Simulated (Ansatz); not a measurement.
Geometry optimisation, RKS BLYP-D4/def2-SVP (Ansatz).

Input file:

```yaml
crystal:
  periodic: [false, false, false]
  atoms:
    - { symbol: B, position_ang: [-1.9257, 0.2324, 0.2016] }
    - { symbol: C, position_ang: [-0.5605, 0.7449, -0.347] }
    - { symbol: Si, position_ang: [0.9624, 0.3536, 0.5999] }
    - { symbol: C, position_ang: [1.3479, -1.4828, 0.6061] }
    - { symbol: B, position_ang: [-0.4057, 1.0084, -1.9021] }
    - { symbol: O, position_ang: [-0.5778, 2.0533, -0.7974] }
    - { symbol: H, position_ang: [-2.1517, -0.8698, 0.3737] }
    - { symbol: H, position_ang: [-2.8302, 1.0627, 0.262] }
    - { symbol: H, position_ang: [0.8496, 0.8386, 2.041] }
    - { symbol: H, position_ang: [2.1522, 1.021, 0.0178] }
    - { symbol: H, position_ang: [1.3683, -1.8479, -0.4151] }
    - { symbol: H, position_ang: [0.4286, -1.9908, 1.104] }
    - { symbol: H, position_ang: [2.1498, -1.7019, 1.1593] }
    - { symbol: H, position_ang: [-0.8202, 0.5492, -2.8751] }
basis:
  gaussian: { orbitals: def2-SVP }
hamiltonian:
  xc: blyp
  dispersion: d4
relax:
  f_tol: 0.015
  max_steps: 40
```

Command:

```bash
$ ansatz run input.yaml --threads 2 --pin off --max-ram 3072MiB --backend cpu --events-out ev --progress --plain --runs-dir out
```

Where does it end, and by what steps?

The run converged. After 19 steps the energy has fallen by 2.108 eV; H14 moved furthest, 0.75 Å.

| step | energy less start (eV) | largest force component (eV/Å) | accepted |
| --- | --- | --- | --- |
| 0 | 0.0000 | 5.629 | yes |
| 1 | -1.4116 | 3.224 | yes |
| 2 | -1.8476 | 2.191 | yes |
| 3 | -2.0627 | 0.613 | yes |
| 4 | -2.0671 | 0.545 | yes |
| 5 | -2.0898 | 0.317 | yes |
| 6 | -2.0987 | 0.115 | yes |
| 7 | -2.1017 | 0.057 | yes |
| 8 | -2.1031 | 0.100 | yes |
| 9 | -2.1034 | 0.121 | yes |
| 10 | -2.1049 | 0.080 | yes |
| 11 | -2.1058 | 0.062 | yes |
| 12 | -2.1066 | 0.043 | yes |
| 13 | -2.1071 | 0.049 | yes |
| 14 | -2.1076 | 0.052 | yes |
| 15 | -2.1078 | 0.035 | yes |
| 16 | -2.1078 | 0.061 | no |
| 17 | -2.1080 | 0.017 | yes |
| 18 | -2.1080 | 0.027 | no |
| 19 | -2.1080 | 0.009 | yes |

```xyz
14
Properties=species:S:1:pos:R:3
B -1.961 0.069 0.084
C -0.631 0.690 -0.278
Si 1.065 0.314 0.502
C 1.206 -1.552 0.794
B -0.580 1.338 -1.717
O -0.714 2.270 -0.800
H -1.978 -1.105 0.398
H -3.001 0.689 0.021
H 1.195 1.072 1.791
H 2.144 0.792 -0.428
H 1.072 -2.113 -0.152
H 0.437 -1.899 1.512
H 2.205 -1.803 1.206
H -0.474 1.210 -2.906
```

Time of the run: 30 s on 2 threads of Intel(R) Xeon(R) 6975P-C (Granite Rapids), on a shared host, peak memory 0.19 GiB.
